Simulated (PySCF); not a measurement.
**Mayer bond orders and bond lengths**

C₅H₉FSi.
Atom-mapped SMILES: `[CH:1]#[C:2][CH2:3][C@H:4]([F:5])[SiH2:6][CH3:7]` (hydrogens: H8 on C1; H9, H10 on C3; H11 on C4; H12, H13 on Si6; H14, H15, H16 on C7)

Geometry (GFN2-xTB, Å), atoms numbered from 1 in this order:
```
atom  x, y, z in Å
C1     3.203    0.364    0.504
C2     2.326   -0.385    0.185
C3     1.270   -1.304   -0.175
C4    -0.067   -0.870    0.427
F5    -0.990   -1.890    0.190
Si6   -0.776    0.762   -0.313
C7    -2.478    1.053    0.464
H8     3.977    1.020    0.770
H9     1.182   -1.351   -1.264
H10    1.525   -2.305    0.190
H11    0.027   -0.820    1.518
H12   -0.884    0.565   -1.763
H13    0.173    1.832    0.002
H14   -3.123    0.188    0.330
H15   -2.970    1.907    0.010
H16   -2.402    1.245    1.531
```

Bond orders from the PBE0/pcSseg-1 density (PySCF). Isolated species at its GFN2-xTB geometry (one conformer only).

Task: How far do the computed orders between heavy atoms stray from the drawn ones?

Result: The largest departure is 0.421, at C1–C2 (drawn triple, 2.579). Drawn single, order below 0.88: C4–F5 (0.817) and C4–Si6 (0.838). Drawn double or triple, more than 0.30 short of the drawn order: C1–C2 (2.579).

Task: Set the Mayer orders of the bonds beside their lengths.

Result: 
```tsv
bond	drawn as	length (Å)	Mayer order
C1–C2	triple	1.197	2.579
C2–C3	single	1.446	1.013
C3–C4	single	1.529	1.039
C4–F5	single	1.395	0.817
C4–Si6	single	1.927	0.838
Si6–C7	single	1.894	0.970
C1–H8	single	1.049	1.148
C3–H9	single	1.094	0.913
C3–H10	single	1.096	0.915
C4–H11	single	1.097	0.936
Si6–H12	single	1.467	0.952
Si6–H13	single	1.465	0.938
C7–H14	single	1.087	0.955
C7–H15	single	1.086	0.960
C7–H16	single	1.087	0.957
```

By pair of heavy elements: C–C: lowest C2–C3 (1.013, 1.446 Å), highest C1–C2 (2.579, 1.197 Å); in 1 of the 3 pairs the longer bond (by over 0.003 Å) has the higher order (by 0.02 or more). C–Si: lowest C4–Si6 (0.838, 1.927 Å), highest Si6–C7 (0.970, 1.894 Å).

Task: Sum the orders of all bonds at each heavy atom with more than one neighbour and set the sums beside the valence in the SMILES.

Result: C1 3.727 (drawn 4), C2 3.592 (drawn 4), C3 3.880 (drawn 4), C4 3.630 (drawn 4), Si6 3.698 (drawn 4), C7 3.842 (drawn 4). Orders between atoms that aren't bonded are not in these sums.

For a closed shell the Mayer order of atoms A and B is Σ (PS)μν (PS)νμ over the basis functions μ on A and ν on B, with P the density and S the overlap matrix.

These values come from a run that also computed NMR shieldings. On one thread, Arm Neoverse V2 (aarch64), no GPU, on a shared host, this took 21 s and 0.77 GiB of memory at its peak.
